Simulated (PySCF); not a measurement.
ITl, singlet, geometry from GFN2-xTB (such geometries of metal compounds can be far from the true shape) (core potentials on I, Tl); PBE/def2-SVP (PySCF).

Here is a job for PySCF.
```python
from pyscf import gto, scf, dft

mol = gto.Mole()
mol.atom = '''
    Tl   -0.00000000   -0.00000000   -1.11644266
    I     0.00000000    0.00000000    1.70626142
'''
mol.basis = 'def2-svp'
mol.ecp = {'I': 'def2-svp', 'Tl': 'def2-svp'}
mol.verbose = 4
mol.build()

mf = dft.RKS(mol)
mf.xc = 'pbe'
mf.kernel()
```

Output, abridged:

```
PySCF version 2.14.0

[INPUT] verbose = 4
[INPUT] num. atoms = 2
[INPUT] num. electrons = 46
[INPUT] charge = 0
[INPUT] spin (= nelec alpha-beta = 2S) = 0
[INPUT] symmetry False subgroup None
[INPUT] Mole.unit = angstrom
[INPUT] Symbol           X                Y                Z      unit          X                Y                Z       unit  Magmom
[INPUT]  1 Tl     0.000000000000   0.000000000000  -1.116442660000 AA    0.000000000000   0.000000000000  -2.109770861181 Bohr   0.0
[INPUT]  2 I      0.000000000000   0.000000000000   1.706261420000 AA    0.000000000000   0.000000000000   3.224366780711 Bohr   0.0

nuclear repulsion = 98.4226570902183
number of shells = 20
number of NR pGTOs = 122
number of NR cGTOs = 52
basis = def2-svp
ecp = {'I': 'def2-svp', 'Tl': 'def2-svp'}

******** <class 'pyscf.dft.rks.RKS'> ********
method = RKS
initial guess = minao
damping factor = 0
level_shift factor = 0
DIIS = <class 'pyscf.scf.diis.CDIIS'>
diis_start_cycle = 1
diis_space = 8
diis_damp = 0
SCF conv_tol = 1e-09
SCF conv_tol_grad = None
SCF max_cycles = 50
direct_scf = True
direct_scf_tol = 1e-13
XC library pyscf.dft.libxc version 7.1.2
    S. Lehtola, C. Steigemann, M. J. T. Oliveira, and M. A. L. Marques,  SoftwareX 7, 1–5 (2018)
XC functionals = pbe
    J. P. Perdew, K. Burke, and M. Ernzerhof,  Phys. Rev. Lett. 77, 3865 (1996)
    J. P. Perdew, K. Burke, and M. Ernzerhof,  Phys. Rev. Lett. 78, 1396 (1997)
    J. P. Perdew, K. Burke, and M. Ernzerhof,  Phys. Rev. Lett. 77, 3865 (1996)
    J. P. Perdew, K. Burke, and M. Ernzerhof,  Phys. Rev. Lett. 78, 1396 (1997)
radial grids:
    Treutler-Ahlrichs [JCP 102, 346 (1995); DOI:10.1063/1.469408] (M4) radial grids

becke partition: Becke, JCP 88, 2547 (1988); DOI:10.1063/1.454033
pruning grids: <function nwchem_prune>
grids dens level: 3
symmetrized grids: False
atomic radii adjust function: <function treutler_atomic_radii_adjust>
small_rho_cutoff = 0
Set gradient conv threshold to 3.16228e-05
Initial guess from minao.
tot grids = 44888
init E= -417.418823784049
  HOMO = -1.27296059185385  LUMO = -0.892552377465586  gap/eV = 10.35143
cycle= 1 E= -468.197226018186  delta_E= -50.8  |g|= 3.46  |ddm|=   15
  HOMO = 0.00619704640480823  LUMO = 0.132291630978091  gap/eV = 3.43121
cycle= 2 E= -464.447047226836  delta_E= 3.75  |g|= 3.55  |ddm|= 9.96
  HOMO = -0.214719083851792  LUMO = -0.0523457219688686  gap/eV = 4.41840
cycle= 3 E= -469.348521960844  delta_E= -4.9  |g|= 1.43  |ddm|= 7.38
  HOMO = -0.238791565092409  LUMO = -0.108106395080571  gap/eV = 3.55612
cycle= 4 E= -470.285091585632  delta_E= -0.937  |g|= 0.35  |ddm|= 3.99
  HOMO = -0.189566300930162  LUMO = -0.0842815426246957  gap/eV = 2.86494
cycle= 5 E= -470.309782997076  delta_E= -0.0247  |g|= 0.16  |ddm|= 0.967
  HOMO = -0.218282124788032  LUMO = -0.0916314771282089  gap/eV = 3.44634
cycle= 6 E= -470.320133512331  delta_E= -0.0104  |g|= 0.0225  |ddm|= 0.366
  HOMO = -0.215550471435113  LUMO = -0.0911993723978471  gap/eV = 3.38377
cycle= 7 E= -470.320363559708  delta_E= -0.00023  |g|= 0.00699  |ddm|= 0.0541
  HOMO = -0.215155821633088  LUMO = -0.0915232548597145  gap/eV = 3.36421
cycle= 8 E= -470.320383046915  delta_E= -1.95e-05  |g|= 0.00166  |ddm|= 0.0123
  HOMO = -0.215400604260851  LUMO = -0.0914403741711165  gap/eV = 3.37313
cycle= 9 E= -470.320384693208  delta_E= -1.65e-06  |g|= 0.000151  |ddm|= 0.00371
  HOMO = -0.21539010014656  LUMO = -0.0914527198412896  gap/eV = 3.37251
cycle= 10 E= -470.32038470313  delta_E= -9.92e-09  |g|= 1.99e-05  |ddm|= 0.000336
  HOMO = -0.21539160829761  LUMO = -0.0914554288512957  gap/eV = 3.37248
cycle= 11 E= -470.320384703279  delta_E= -1.49e-10  |g|= 4.74e-06  |ddm|= 5.4e-05
  HOMO = -0.215392462016042  LUMO = -0.0914541941613599  gap/eV = 3.37253
Extra cycle  E= -470.320384703246  delta_E= 3.25e-11  |g|= 9.34e-06  |ddm|= 2.74e-05
converged SCF energy = -470.320384703246
```
